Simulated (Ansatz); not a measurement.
Geometry optimisation, RHF/6-31G* (Ansatz 0.2.0).

Input:

```yaml
crystal:
  periodic: [false, false, false]
  atoms:
    - { symbol: Al, position_ang: [0.069109, 0.473326, -0.265501] }
    - { symbol: Cl, position_ang: [-0.330889, -0.147503, 3.085901] }
    - { symbol: O, position_ang: [1.527192, -0.134149, -0.861392] }
    - { symbol: H, position_ang: [1.643808, -0.892843, -1.411049] }
    - { symbol: O, position_ang: [-1.462798, -0.130284, -0.60483] }
    - { symbol: H, position_ang: [-1.730369, -1.017827, -0.781864] }
    - { symbol: O, position_ang: [0.152223, 1.94798, 0.662023] }
    - { symbol: H, position_ang: [0.984058, 2.398705, 0.703943] }
    - { symbol: H, position_ang: [-0.410432, 1.085296, 2.614368] }
basis:
  gaussian: { orbitals: "6-31G*" }
hamiltonian:
  xc: hf
relax:
  f_tol: 0.03
  max_steps: 50
output:
  orbitals: {}
```

Command:

```bash
$ ansatz run input.yaml --threads 1 --pin off --max-ram 2048MiB --backend cpu --events-out ev --progress --plain --runs-dir out
```

Question: Where does it end, and by what steps?

Answer: The forces met the threshold. The force dipped under the threshold on the way, but the program's further checks kept it going. After 20 steps the energy has fallen by 0.154 eV; Cl2 moved furthest, 1.84 Å.

```json
{"step": "0", "energy less start (eV)": "0.0000", "largest force component (eV/Å)": "1.380", "accepted": "yes"}
{"step": "1", "energy less start (eV)": "-0.0014", "largest force component (eV/Å)": "1.503", "accepted": "yes"}
{"step": "2", "energy less start (eV)": "-0.0259", "largest force component (eV/Å)": "1.167", "accepted": "yes"}
{"step": "3", "energy less start (eV)": "-0.0607", "largest force component (eV/Å)": "0.925", "accepted": "yes"}
{"step": "4", "energy less start (eV)": "-0.1050", "largest force component (eV/Å)": "0.120", "accepted": "yes"}
{"step": "5", "energy less start (eV)": "-0.1199", "largest force component (eV/Å)": "0.126", "accepted": "yes"}
{"step": "6", "energy less start (eV)": "-0.1231", "largest force component (eV/Å)": "0.498", "accepted": "yes"}
{"step": "7", "energy less start (eV)": "-0.1299", "largest force component (eV/Å)": "0.304", "accepted": "yes"}
{"step": "8", "energy less start (eV)": "-0.1366", "largest force component (eV/Å)": "0.071", "accepted": "yes"}
{"step": "9", "energy less start (eV)": "-0.1435", "largest force component (eV/Å)": "0.075", "accepted": "yes"}
{"step": "10", "energy less start (eV)": "-0.1381", "largest force component (eV/Å)": "0.578", "accepted": "no"}
{"step": "11", "energy less start (eV)": "-0.1441", "largest force component (eV/Å)": "0.105", "accepted": "yes"}
{"step": "12", "energy less start (eV)": "-0.1474", "largest force component (eV/Å)": "0.029", "accepted": "yes"}
{"step": "13", "energy less start (eV)": "-0.1488", "largest force component (eV/Å)": "0.300", "accepted": "yes"}
{"step": "14", "energy less start (eV)": "-0.1508", "largest force component (eV/Å)": "0.101", "accepted": "yes"}
{"step": "15", "energy less start (eV)": "-0.1522", "largest force component (eV/Å)": "0.020", "accepted": "yes"}
{"step": "16", "energy less start (eV)": "-0.1530", "largest force component (eV/Å)": "0.050", "accepted": "yes"}
{"step": "17", "energy less start (eV)": "-0.1533", "largest force component (eV/Å)": "0.122", "accepted": "yes"}
{"step": "18", "energy less start (eV)": "-0.1538", "largest force component (eV/Å)": "0.085", "accepted": "yes"}
{"step": "19", "energy less start (eV)": "-0.1542", "largest force component (eV/Å)": "0.009", "accepted": "yes"}
{"step": "20", "energy less start (eV)": "-0.1545", "largest force component (eV/Å)": "0.011", "accepted": "yes"}
```

```xyz
9
Properties=species:S:1:pos:R:3
Al 0.204 0.189 -0.337
Cl -1.035 1.349 3.899
O 1.407 0.220 -1.518
H 1.413 -0.199 -2.363
O -1.267 -0.612 -0.443
H -1.614 -1.145 -1.138
O 0.508 1.052 1.095
H 1.319 1.529 1.199
H -0.494 1.199 2.749
```

Whether the end is a true minimum wasn't checked by a vibrational analysis.

Run time: 32 s on 1 thread of Arm Neoverse V2 (shared host), peak memory 0.17 GiB.
